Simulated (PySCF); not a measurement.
# PySCF run on LiSe⁺

File input.py (PySCF 2.14):

```python
from pyscf import gto, dft

mol = gto.M(
    atom='Li 0 0 0; Se 0 0 2.441',
    basis='x2c-svpall',
    charge=1,
    spin=2,
    verbose=4,
)
mf = dft.UKS(mol, xc='m06l')
mf = mf.sfx2c1e()
mf.kernel()
mf.analyze()
print('orbital energies (hartree):', [e[max(0, n-3):n+3].round(4) for e, n in zip(mf.mo_energy, mol.nelec)])
```

```bash
$ OMP_NUM_THREADS=1 python input.py
```

Output (some set-up lines and the per-cycle HOMO/LUMO lines with their warnings removed):

```
PySCF version 2.14.0

[INPUT] Symbol           X                Y                Z      unit          X                Y                Z       unit  Magmom
[INPUT]  1 Li     0.000000000000   0.000000000000   0.000000000000 AA    0.000000000000   0.000000000000   0.000000000000 Bohr   0.0
[INPUT]  2 Se     0.000000000000   0.000000000000   2.441000000000 AA    0.000000000000   0.000000000000   4.612821470063 Bohr   0.0

nuclear repulsion = 22.1122800138632
number of shells = 5
number of NR pGTOs = 90
number of NR cGTOs = 41
basis = x2c-svpall
ecp = {}

******** <class 'pyscf.x2c.sfx2c1e.sfX2C1eUKS'> ********
method = sfX2C1eUKS
initial guess = minao
damping factor = 0
level_shift factor = 0
DIIS = <class 'pyscf.scf.diis.CDIIS'>
SCF conv_tol = 1e-09
SCF max_cycles = 50
number electrons alpha = 19  beta = 17
XC functionals = m06l

grids dens level: 3

******** <class 'pyscf.x2c.sfx2c1e.SpinFreeX2CHelper'> ********
approx = 1e
xuncontract = 1
tot grids = 34152
init E= -2436.77980868972

cycle= 1 E= -2436.62221609214  delta_E= 0.158  |g|= 0.155  |ddm|= 1.05
cycle= 2 E= -2436.62869892364  delta_E= -0.00648  |g|= 0.131  |ddm|= 0.279
cycle= 3 E= -2436.631856118  delta_E= -0.00316  |g|= 0.00927  |ddm|= 0.106
cycle= 4 E= -2436.63188672176  delta_E= -3.06e-05  |g|= 0.00211  |ddm|= 0.0157
cycle= 5 E= -2436.63188981995  delta_E= -3.1e-06  |g|= 0.000402  |ddm|= 0.00377
cycle= 6 E= -2436.63188993834  delta_E= -1.18e-07  |g|= 0.000102  |ddm|= 0.000663
cycle= 7 E= -2436.63188994584  delta_E= -7.5e-09  |g|= 2.06e-05  |ddm|= 0.000244
cycle= 8 E= -2436.63188994615  delta_E= -3.02e-10  |g|= 9.48e-07  |ddm|= 4.61e-05
Extra cycle  E= -2436.63188994614  delta_E= 9.09e-13  |g|= 5.98e-07  |ddm|= 3.38e-06
converged SCF energy = -2436.63188994614  <S^2> = 2.0041345  2S+1 = 3.0027551
**** SCF Summaries ****
Total Energy =                       -2436.631889946144383
Nuclear Repulsion Energy =              22.112280013863174
One-electron Energy =                -3424.266461521711790
Two-electron Energy =                  965.522291561704264
Two-electron Coulomb Energy =         1055.762151865970282
DFT Exchange-Correlation Energy =      -90.239860304266003
**** MO energy ****
                             alpha | beta                alpha | beta
[8 lines left out]
MO #9   energy= -6.00068662986846  | -5.99781284431819  occ= 1 | 1
MO #10  energy= -2.22657622885984  | -2.2167000987234   occ= 1 | 1
MO #11  energy= -2.2265194782547   | -2.21664458184643  occ= 1 | 1
MO #12  energy= -2.21429476549926  | -2.20866010199775  occ= 1 | 1
MO #13  energy= -2.21429476548248  | -2.20866010198083  occ= 1 | 1
MO #14  energy= -2.21041434012814  | -2.20862989101917  occ= 1 | 1
MO #15  energy= -2.20786056023594  | -2.20525275229064  occ= 1 | 1
MO #16  energy= -0.90103342967519  | -0.817111284271668 occ= 1 | 1
MO #17  energy= -0.492211600938024 | -0.446455937692953 occ= 1 | 1
MO #18  energy= -0.492211600928159 | -0.40224387334554  occ= 1 | 0
MO #19  energy= -0.477190329318764 | -0.402243873335259 occ= 1 | 0
MO #20  energy= -0.231023967389691 | -0.213679044484786 occ= 0 | 0
MO #21  energy= -0.159915751038506 | -0.15113697476064  occ= 0 | 0
MO #22  energy= -0.159915751011479 | -0.151136974733111 occ= 0 | 0
[19 lines left out]

To work with the spin densities directly, `use mulliken_meta_spin()` only printing them here.

 ** Mulliken spin pop alpha/beta on meta-lowdin orthogonal AOs **
 ** Mulliken Spin Density (per AO)  **
 ** Mulliken Spin Density (per atom)  **
spin density of  0 Li =     -0.01403
spin density of  1 Se =      2.01403
 ** Mulliken pop alpha/beta on meta-lowdin orthogonal AOs **
 ** Mulliken pop       alpha | beta **
pop of  0 Li 1s        0.99986 | 0.99986
pop of  0 Li 2s        0.05082 | 0.06320
pop of  0 Li 3s        0.00017 | 0.00057
pop of  0 Li 2px       0.00079 | 0.00000
pop of  0 Li 2py       0.00079 | 0.00000
pop of  0 Li 2pz       0.00151 | 0.00312
pop of  0 Li 3px       0.00035 | 0.00000
pop of  0 Li 3py       0.00035 | 0.00000
pop of  0 Li 3pz       0.00340 | 0.00529
pop of  1 Se 1s        1.00000 | 1.00000
pop of  1 Se 2s        1.00000 | 1.00000
pop of  1 Se 3s        1.00000 | 1.00000
[29 lines left out]
In total            19.00000 | 17.00000
 ** Mulliken atomic charges   ( Nelec_alpha | Nelec_beta ) **
charge of  0Li =      0.86991  (     1.05803      1.07206 )
charge of  1Se =      0.13009  (    17.94197     15.92794 )
Dipole moment(X, Y, Z, Debye): -0.00000,  0.00000,  2.14948
orbital energies (hartree): [array([-0.4922, -0.4922, -0.4772, -0.231 , -0.1599, -0.1599]), array([-2.2053, -0.8171, -0.4465, -0.4022, -0.4022, -0.2137])]
```

In short: E(SCF) = -2436.631890 Eh, 8 cycles, ⟨S²⟩ = 2.004.

Run time: 4.1 s on 1 thread of Arm Neoverse V1 (shared host), peak memory 0.19 GiB.

The bond length is a typed value, not an optimised one. The dipole of an ion depends on the origin. No search for the lowest solution was made.
